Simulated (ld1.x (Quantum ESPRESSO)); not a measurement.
# Nb: excitation energies, all-electron against TM

| Quantity | Value |
| --- | --- |
| Element | niobium (Nb) |
| Generator | ld1.x (Quantum ESPRESSO) 7.5 |
| Type | norm-conserving Troullier–Martins (Kleinman–Bylander form) |
| Functional | LDA (PZ) |
| Relativity | fully relativistic |
| Frozen core | [Kr] |
| Valence charge | 5 |
| Reference configuration | 4d4 5s0 5p0 (charge +1) |
| Partial waves | 5p (bound, empty): rc 2.90 bohr; 4d (bound): rc 1.95 bohr; 5s (bound, empty): rc 2.80 bohr |
| Local potential | the s channel |
| Core correction | none |

Open shells are filled in proportion to 2j + 1 (rel_dist='average').

Energies are relative to the spin-unpolarised reference configuration 4d4 5s0 5p0; without spin polarisation the order of configurations can differ from experiment. Not all tests gave a result: 1 of 7 tests not solved or not reliable. Left out of the table: 4d2 5s0 5p0 (solver errors, printed error -174 meV). The frozen-core shift is the all-electron ΔE with the core orbitals held at their reference shape minus the fully relaxed ΔE.

Question: Give the all-electron excitation energy and the error of the potential for: 4d4 5s1 5p0; 4d3 5s0 5p0; 4d4.5 5s0.5 5p0; 4d1 5s0 5p0; 4d3 5s1 5p0; 4d4 5s0.5 5p0.

Answer:

```json
{"valence configuration": "4d4 5s1 5p0", "charge": "0", "ΔE all-electron (eV)": "-6.917", "error AE − PS (meV)": "+9.6", "frozen-core shift (meV)": "+1.9"}
{"valence configuration": "4d3 5s0 5p0", "charge": "+2", "ΔE all-electron (eV)": "14.275", "error AE − PS (meV)": "-51", "frozen-core shift (meV)": "+86"}
{"valence configuration": "4d4.5 5s0.5 5p0", "charge": "0", "ΔE all-electron (eV)": "-6.333", "error AE − PS (meV)": "+4.1", "frozen-core shift (meV)": "n/a"}
{"valence configuration": "4d1 5s0 5p0", "charge": "+4", "ΔE all-electron (eV)": "76.290", "error AE − PS (meV)": "-34", "frozen-core shift (meV)": "+1813"}
{"valence configuration": "4d3 5s1 5p0", "charge": "+1", "ΔE all-electron (eV)": "0.293", "error AE − PS (meV)": "-59", "frozen-core shift (meV)": "+52"}
{"valence configuration": "4d4 5s0.5 5p0", "charge": "+0.5", "ΔE all-electron (eV)": "-4.152", "error AE − PS (meV)": "+3.4", "frozen-core shift (meV)": "+0.5"}
```

Levels in the configuration 4d4 5s0.5 5p0:

```csv
level,all-electron (eV),pseudo (eV)
4d j=3/2,-6.345,-6.360
4d j=5/2,-6.184,-6.198
5s j=1/2,-6.891,-6.903
```
